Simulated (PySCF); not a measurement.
# ReCl₃, triplet: molecular constants

Computed with UwB97X/[Re def2-SVP with ECP60, Cl def2-SVP], scalar-relativistic core potentials, density fitting, no spin–orbit coupling, PySCF.

The structure is a minimum.

```xyz
4
charge 0 multiplicity 3, angstrom
Re    0.0000    0.0000    0.0000
Cl    0.0000    0.0000    2.2064
Cl    1.9108    0.0000   -1.1032
Cl   -1.9108    0.0000   -1.1032
```

```json
{
 "Point group": "D3h",
 "Bond lengths": "Re–Cl 2.206 Å (×3)",
 "Bond angles": "Cl–Re–Cl 120.0° (×3)",
 "Highest occupied level (β)": "-8.54 eV",
 "Rotational constants": "0.06602, 0.06602, 0.03301 cm⁻¹",
 "Enthalpy at 298.15 K above 0 K": "17.90 kJ/mol",
 "Principal polarisabilities": "50.0, 74.0, 74.0 bohr³",
 "Spin squared ⟨S²⟩": "2.010",
 "Dipole moment": "0.00 D",
 "Atomisation energy without zero-point energy": "999 kJ/mol",
 "Principal quadrupole moments (Buckingham, traceless) about the centre of mass": "-2.37, 1.19, 1.19 D Å",
 "Lowest empty level (α)": "-1.62 eV",
 "Heat capacity Cp at 298.15 K": "75.1 J/(mol K)",
 "Entropy at 298.15 K and 1 bar (electronic part: spin only)": "349.5 J/(mol K)",
 "Zero-point energy": "9.6 kJ/mol",
 "Rotational symmetry number": "6"
}
```

Harmonic modes (masses in u: Re 186.956, Cl 34.969):
| symmetry | ω (cm⁻¹) | IR (km/mol, summed over degenerate members) | μ (u) |
| --- | --- | --- | --- |
| a2'' | 69 | 0.2 | 49.41 |
| e' | 110 | 0.0 | 38.76 |
| a1' | 426 | 0.0 | 34.97 |
| e' | 449 | 148 | 43.41 |

In D3h the vibrations span a2'' + 2e' + a1'. The a1' mode carries no infrared intensity, as symmetry demands.

Charges (e):
| atom | Mulliken | Löwdin | polar tensor | spin (Mulliken) | Mayer order to Re1 |
| --- | --- | --- | --- | --- | --- |
| Re1 | 0.52 | -0.59 | 1.27 | 1.86 | – |
| Cl2,3,4 | -0.17 | 0.20 | -0.42 | 0.05 | 1.28 |

Mulliken populations on Re1 (electrons outside its core potential): s 2.78, p 6.32, d 5.31, f 0.06.

Formally Re is in oxidation state +3, d4, with 2 unpaired electrons (the high-spin count would be 4). The Mulliken spin on Re is 1.86. The polar-tensor charge on Re, 1.27, is far below the formal one.

This need not be the most stable arrangement of these atoms. With open d or f shells other occupations or spin states may lie lower. No spin–orbit coupling is included, which matters more the heavier the element.

The final relaxation and frequency run took 96 s on 4 threads of a shared Intel Xeon @ 2.70GHz host, with 86 basis functions and 8 gradients; the process peaked at 1.1 GiB.
